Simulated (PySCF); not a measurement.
Compound: C5H5N3.
SMILES with atom numbers: `[CH:1]#[C:2][c:3]1[n:4][n:5][nH:6][c:7]1[CH3:8]`

Structure used (GFN2-xTB), in Å, numbered top down from 1:
```xyz
13
C5H5N3 angstrom
C      2.9551    0.4944   -0.1353
C      1.7704    0.6811   -0.1790
C      0.3794    0.8783   -0.2334
N     -0.2115    2.1017   -0.2362
N     -1.4721    1.9629   -0.2945
N     -1.7585    0.6585   -0.3310
C     -0.6237   -0.0817   -0.2954
C     -0.5888   -1.5608   -0.3129
H      3.9922    0.3451   -0.0965
H     -2.7119    0.3340   -0.3804
H     -1.1870   -1.9512   -1.1359
H     -0.9862   -1.9644    0.6193
H      0.4383   -1.8975   -0.4276
```

Probes without a nucleus sit at each ring's centroid and 1 Å off its mean plane on both sides; NICS is minus the shielding there, NICSzz its component along the normal. Level: GIAO PBE0/pcSseg-1 (PySCF, non-relativistic, gas phase) on the GFN2-xTB geometry, one conformer.

Ring bond lengths (Å), with Mayer bond orders in brackets: C3–N4 1.359 (1.29), N4–N5 1.270 (1.54), N5–N6 1.336 (1.17), N6–C7 1.355 (1.11), C7–C3 1.390 (1.38).

Q: What do the NICS probes read (ppm)?

A: 
```csv
ring,type,NICS(0),"NICS(1), two faces","NICS(1)zz, two faces",rms pucker (Å),"centre to ring atoms, mean (Å)"
C3–N4–N5–N6–C7,5-membered ring with 3 N; formal bonds all aromatic,-12.7,-12.5 / -12.6,-30.8 / -30.9,0.00,1.14
```

Q: What can be read from them?

A: 
- C3–N4–N5–N6–C7: mean NICS(1)zz -30.8 ppm, shielded. The ring is flat and has no four-coordinate atom; by the NICS criterion it is aromatic.

Q: And the bond-length index? HOMA = 1 − mean of α(R − Ropt)² over the ring bonds, with Krygowski's 1993 parameters (CC: Ropt 1.388 Å, α 257.7 Å⁻²; CN: Ropt 1.334 Å, α 93.52 Å⁻²; NN: Ropt 1.309 Å, α 130.33 Å⁻²).

A: 
- C3–N4–N5–N6–C7: HOMA 0.92; the largest term is that of N4–N5, α(R − Ropt)² = 0.20. The geometric and the magnetic index point the same way.

Rough CPU time on one thread of a shared machine: about 60 s. This is the whole shielding run at PBE0/pcSseg-1, SCF included.
